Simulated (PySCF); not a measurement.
An element was calculated at UHF (PySCF 2.14, spin-free X2C, a triple-zeta basis, no spin-orbit coupling), in the ground configurations that NIST lists.

* first ionisation energy: 4.439 eV
* second ionisation energy: 9.889 eV
* third ionisation energy: 19.410 eV

Question: Which element is it?

Answer: Praseodymium (Pr, Z = 59), in x2c-TZVPPall. NIST lists 5.470, 10.631 ± 0.02, 21.624 eV for these ionisation energies.
